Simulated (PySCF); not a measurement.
## Basis and Hamiltonian dependence of the excitation energy of As

As [Ar] 3d10 4s2 4p3 (4S) → As [Ar] 3d10 4s1 4p4, s spin flipped. Calculated with PySCF 2.14 from differences of total energies of unrestricted determinants, without spin-orbit coupling. Values in eV.

| basis | Hamiltonian | functions | UHF | LDA | PBE0 | MP2 (valence) |
| --- | --- | --- | --- | --- | --- | --- |
| aug-cc-pVDZ-PP with ECP10MDF | ECP | 32 | 13.500 | 10.855 | 11.474 | 12.195 |
| aug-cc-pVDZ-DK | spin-free X2C | 36 | 13.521 | 10.822 | 11.501 | 12.218 |
| x2c-TZVPPall | spin-free X2C | 48 | 13.477 | 10.788 | 11.455 | 12.116 |
| x2c-TZVPPall with one added diffuse shell each of s, p, d type | spin-free X2C | 57 | 13.473 | 10.788 | 11.454 | 12.110 |
| dyall-av2z | non-relativistic | 92 | 13.051 | 10.316 | 11.006 | 11.754 |
| aug-cc-pVQZ-DK | spin-free X2C | 93 | 13.430 | 10.752 | 11.425 | 11.996 |
| def2-QZVPPD | non-relativistic | 95 | 12.991 | 10.251 | 10.946 | 11.572 |
| aug-cc-pwCVTZ-PP with ECP10MDF | ECP | 96 | 13.424 | 10.794 | 11.414 | 12.040 |

Frozen in the all-electron rows: valence: [Ar] 3d10; with a core potential, the same shells as far as they lie outside it.

In the upper determinant the s electron has its spin opposite to the other open shell, which mixes two multiplicities. Non-relativistic rows lack the scalar-relativistic shift. The upper state lies above the first ionisation limit, where it may autoionise and the basis confines it.
